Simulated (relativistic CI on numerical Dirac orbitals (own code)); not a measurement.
Method of calculation: Dirac-Coulomb-Breit CI, KLI orbitals optimised for each configuration, model QED, valence Slater integrals scaled by 0.85, P86 correlation energy added to each configuration (own radial code, finite nucleus).

Configurations in the expansion: 1s², 1s2s, 1s2p, 1s3s, 1s3p, 1s3d, 1s4p, 1s4s, 1s4d, 1s4f, 1s5s, 1s5p, 1s5d, 1s5f, 1s5g, 1s6s, 1s6p, 1s6d. Levels of other configurations are missing.

For a near-neutral ion this model can misplace configurations by up to about 10,000 cm⁻¹ (more where the count of f electrons changes) and terms by 10 to 25 % of their spread. Rates follow the energies as ν³ (E1, M1) or ν⁵ (E2), so they and the lifetimes can be off by large factors. The fine structure of a lone outer electron comes out too small, for d and f at times inverted, and misplaced configurations move strength between like terms. 16 of the 16 excited levels that our extract of the measured tables holds in this range could be paired (the sources list more); they are missed by 5121 cm⁻¹ on average and 5831 at most, and levels without a partner can miss by more.

Outline of the computed level scheme of He I. Lowest level of each configuration: 1s² ¹S0 at 0.0000 eV; 1s2s ³S1 at 19.0966 eV; 1s2p ³P°2 at 20.2586 eV; 1s3s ³S1 at 22.1249 eV; 1s3d ³D3 at 22.4050 eV; 1s3p ³P°2 at 22.4335 eV; 1s4s ³S1 at 23.0701 eV; 1s4d ³D3 at 23.1865 eV; 1s4p ³P°2 at 23.1980 eV.

Some strong electric-dipole decays among the lowest 27 levels: 1s2p ¹P°1 → 1s² ¹S0 (1.8e+09 s⁻¹); 1s3p ¹P°1 → 1s² ¹S0 (7.6e+08 s⁻¹); 1s4p ¹P°1 → 1s² ¹S0 (4.1e+08 s⁻¹); 1s3d ³D3 → 1s2p ³P°2 (7.8e+07 s⁻¹); 1s3d ¹D2 → 1s2p ¹P°1 (7.4e+07 s⁻¹); 1s3d ³D2 → 1s2p ³P°1 (5.8e+07 s⁻¹); 1s3d ³D1 → 1s2p ³P°0 (4.3e+07 s⁻¹); 1s3d ³D1 → 1s2p ³P°1 (3.2e+07 s⁻¹).

Rates of lines that live on the mixing of spin multiplicities can be off by large factors.
